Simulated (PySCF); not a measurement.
These compounds are isomers of formula C₇H₁₁NSi.

A. SMILES C#C[C@H]([SiH3])/N=C(/C)C=C
B. SMILES C(#C[C@@](C#C)(C)N[SiH3])C
C. SMILES C(=C)(C)[Si@H]1C[C@H](C#N)C1

Spectrum 1. 13C{1H} NMR (computed): δ 163.9 (C), 130.7 (CH), 129.5 (CH2), 88.4 (C), 76.9 (CH), 41.2 (CH), 27.3 (CH3).

Spectrum 2. 13C{1H} NMR (computed): δ 151.2 (C), 138.0 (CH2), 129.9 (C), 25.6 (CH3), 19.9 (CH2), 18.7 (CH).

Spectrum 3. 13C{1H} NMR (computed): δ 91.8 (C), 89.7 (C), 84.4 (C), 75.5 (CH), 43.1 (C), 31.2 (CH3), 4.6 (CH3).

[PySCF 2.14.0 with density-fitted response routines: structure optimised with GFN2-xTB; GIAO PBE0/pcSseg-1 shieldings; no relativistic terms; no solvent; single conformer; averaged over atoms made equivalent by symmetry, fast rotation or ring inversion]

References, each an isolated molecule treated in the same way: 13C against TMS. Shifts are as computed. Against solution values, carbons near 30 ppm lie about +3 ppm off and those near 130 ppm about +5 ppm. Of 1211 compounds with measured shifts, 218 miss one by over three times the rms of a fit or turn the order of signals round; such compounds aren't used in these exercises.

Problem. Match each spectrum to its structure.

Solution. 1–A, 2–C, 3–B.

- Spectrum 1 (A): 7 13C signals; δC 130.7 is an alkene CH; δC 129.5 is a terminal =CH2 carbon.
- Spectrum 2 (C): 6 13C signals; δC 151.2 is a fully substituted alkene carbon; δC 138.0 is a terminal =CH2 carbon.
- Spectrum 3 (B): 7 13C signals; δC 91.8 is an alkyne carbon; δC 89.7 is an alkyne carbon.
